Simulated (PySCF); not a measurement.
C4H13NSi, SMILES C[SiH2]CN(C)C.

Coordinates come from a PBE-D3(BJ)/def2-SVP optimisation. Other conformers were not sampled.

These are PBE-D3(BJ)/def2-SVP in PySCF values and carry that method's errors.

Frequencies are harmonic and unscaled.

Computed vibrational spectrum:
```json
[
 {"mode": "1", "ν (cm⁻¹)": "33", "IR (km/mol)": "0.3", "moving atoms (share of kinetic energy)": "H 39 %, C 36 %, Si 24 %"},
 {"mode": "2", "ν (cm⁻¹)": "91", "IR (km/mol)": "0.1", "moving atoms (share of kinetic energy)": "C 54 %, H 43 %"},
 {"mode": "3", "ν (cm⁻¹)": "124", "IR (km/mol)": "0.1", "moving atoms (share of kinetic energy)": "C 53 %, H 33 %, Si 14 %"},
 {"mode": "4", "ν (cm⁻¹)": "160", "IR (km/mol)": "0.0", "moving atoms (share of kinetic energy)": "H 90 %"},
 {"mode": "5", "ν (cm⁻¹)": "226", "IR (km/mol)": "1.5", "moving atoms (share of kinetic energy)": "C 47 %, H 28 %, Si 17 %"},
 {"mode": "6", "ν (cm⁻¹)": "258", "IR (km/mol)": "1.2", "moving atoms (share of kinetic energy)": "H 89 %"},
 {"mode": "7", "ν (cm⁻¹)": "264", "IR (km/mol)": "0.5", "moving atoms (share of kinetic energy)": "H 91 %"},
 {"mode": "8", "ν (cm⁻¹)": "322", "IR (km/mol)": "7.0", "moving atoms (share of kinetic energy)": "N 43 %, H 40 %, C 14 %"},
 {"mode": "9", "ν (cm⁻¹)": "356", "IR (km/mol)": "0.3", "moving atoms (share of kinetic energy)": "H 36 %, C 35 %, Si 19 %, N 10 %"},
 {"mode": "10", "ν (cm⁻¹)": "432", "IR (km/mol)": "1.7", "moving atoms (share of kinetic energy)": "H 52 %, C 36 %, N 12 %"},
 {"mode": "11", "ν (cm⁻¹)": "460", "IR (km/mol)": "8.1", "moving atoms (share of kinetic energy)": "H 84 %, Si 8 %"},
 {"mode": "12", "ν (cm⁻¹)": "565", "IR (km/mol)": "2.0", "moving atoms (share of kinetic energy)": "H 93 %"},
 {"mode": "13", "ν (cm⁻¹)": "630", "IR (km/mol)": "7.7", "moving atoms (share of kinetic energy)": "H 59 %, C 33 %"},
 {"mode": "14", "ν (cm⁻¹)": "693", "IR (km/mol)": "30.3", "moving atoms (share of kinetic energy)": "C 45 %, Si 33 %, H 22 %"},
 {"mode": "15", "ν (cm⁻¹)": "748", "IR (km/mol)": "36.7", "moving atoms (share of kinetic energy)": "H 53 %, C 35 %, Si 12 %"},
 {"mode": "16", "ν (cm⁻¹)": "838", "IR (km/mol)": "31.3", "moving atoms (share of kinetic energy)": "H 64 %, C 30 %"},
 {"mode": "17", "ν (cm⁻¹)": "848", "IR (km/mol)": "44.1", "moving atoms (share of kinetic energy)": "H 68 %, C 24 %"},
 {"mode": "18", "ν (cm⁻¹)": "856", "IR (km/mol)": "25.1", "moving atoms (share of kinetic energy)": "C 50 %, H 40 %, N 9 %"},
 {"mode": "19", "ν (cm⁻¹)": "870", "IR (km/mol)": "185.8", "moving atoms (share of kinetic energy)": "H 69 %, C 19 %, Si 10 %"},
 {"mode": "20", "ν (cm⁻¹)": "919", "IR (km/mol)": "70.1", "moving atoms (share of kinetic energy)": "H 95 %"},
 {"mode": "21", "ν (cm⁻¹)": "1037", "IR (km/mol)": "9.5", "moving atoms (share of kinetic energy)": "H 67 %, C 28 %"},
 {"mode": "22", "ν (cm⁻¹)": "1053", "IR (km/mol)": "15.2", "moving atoms (share of kinetic energy)": "H 52 %, C 37 %, N 11 %"},
 {"mode": "23", "ν (cm⁻¹)": "1077", "IR (km/mol)": "4.6", "moving atoms (share of kinetic energy)": "H 78 %, C 21 %"},
 {"mode": "24", "ν (cm⁻¹)": "1117", "IR (km/mol)": "9.1", "moving atoms (share of kinetic energy)": "H 73 %, C 18 %, N 8 %"},
 {"mode": "25", "ν (cm⁻¹)": "1152", "IR (km/mol)": "22.7", "moving atoms (share of kinetic energy)": "H 57 %, C 21 %, N 21 %"},
 {"mode": "26", "ν (cm⁻¹)": "1216", "IR (km/mol)": "15.6", "moving atoms (share of kinetic energy)": "H 79 %, C 21 %"},
 {"mode": "27", "ν (cm⁻¹)": "1223", "IR (km/mol)": "16.7", "moving atoms (share of kinetic energy)": "H 69 %, C 23 %"},
 {"mode": "28", "ν (cm⁻¹)": "1265", "IR (km/mol)": "9.1", "moving atoms (share of kinetic energy)": "N 44 %, H 28 %, C 27 %"},
 {"mode": "29", "ν (cm⁻¹)": "1284", "IR (km/mol)": "14.4", "moving atoms (share of kinetic energy)": "H 41 %, N 37 %, C 22 %"},
 {"mode": "30", "ν (cm⁻¹)": "1375", "IR (km/mol)": "2.9", "moving atoms (share of kinetic energy)": "H 84 %, C 16 %"},
 {"mode": "31", "ν (cm⁻¹)": "1382", "IR (km/mol)": "1.5", "moving atoms (share of kinetic energy)": "H 92 %"},
 {"mode": "32", "ν (cm⁻¹)": "1387", "IR (km/mol)": "4.6", "moving atoms (share of kinetic energy)": "H 96 %"},
 {"mode": "33", "ν (cm⁻¹)": "1388", "IR (km/mol)": "6.2", "moving atoms (share of kinetic energy)": "H 94 %"},
 {"mode": "34", "ν (cm⁻¹)": "1398", "IR (km/mol)": "14.3", "moving atoms (share of kinetic energy)": "H 97 %"},
 {"mode": "35", "ν (cm⁻¹)": "1401", "IR (km/mol)": "11.4", "moving atoms (share of kinetic energy)": "H 92 %"},
 {"mode": "36", "ν (cm⁻¹)": "1419", "IR (km/mol)": "8.9", "moving atoms (share of kinetic energy)": "H 91 %"},
 {"mode": "37", "ν (cm⁻¹)": "1427", "IR (km/mol)": "12.5", "moving atoms (share of kinetic energy)": "H 89 %"},
 {"mode": "38", "ν (cm⁻¹)": "1436", "IR (km/mol)": "7.6", "moving atoms (share of kinetic energy)": "H 93 %"},
 {"mode": "39", "ν (cm⁻¹)": "2143", "IR (km/mol)": "103.9", "moving atoms (share of kinetic energy)": "H 97 %"},
 {"mode": "40", "ν (cm⁻¹)": "2155", "IR (km/mol)": "107.8", "moving atoms (share of kinetic energy)": "H 96 %"},
 {"mode": "41", "ν (cm⁻¹)": "2779", "IR (km/mol)": "68.1", "moving atoms (share of kinetic energy)": "H 94 %"},
 {"mode": "42", "ν (cm⁻¹)": "2819", "IR (km/mol)": "62.9", "moving atoms (share of kinetic energy)": "H 95 %"},
 {"mode": "43", "ν (cm⁻¹)": "2833", "IR (km/mol)": "163.2", "moving atoms (share of kinetic energy)": "H 94 %"},
 {"mode": "44", "ν (cm⁻¹)": "2976", "IR (km/mol)": "10.8", "moving atoms (share of kinetic energy)": "H 93 %"},
 {"mode": "45", "ν (cm⁻¹)": "2977", "IR (km/mol)": "9.5", "moving atoms (share of kinetic energy)": "H 96 %"},
 {"mode": "46", "ν (cm⁻¹)": "2994", "IR (km/mol)": "34.6", "moving atoms (share of kinetic energy)": "H 93 %"},
 {"mode": "47", "ν (cm⁻¹)": "2998", "IR (km/mol)": "26.0", "moving atoms (share of kinetic energy)": "H 94 %"},
 {"mode": "48", "ν (cm⁻¹)": "3050", "IR (km/mol)": "16.0", "moving atoms (share of kinetic energy)": "H 90 %, C 10 %"},
 {"mode": "49", "ν (cm⁻¹)": "3053", "IR (km/mol)": "30.1", "moving atoms (share of kinetic energy)": "H 90 %, C 10 %"},
 {"mode": "50", "ν (cm⁻¹)": "3075", "IR (km/mol)": "4.1", "moving atoms (share of kinetic energy)": "H 91 %, C 9 %"},
 {"mode": "51", "ν (cm⁻¹)": "3080", "IR (km/mol)": "3.3", "moving atoms (share of kinetic energy)": "H 91 %, C 9 %"}
]
```
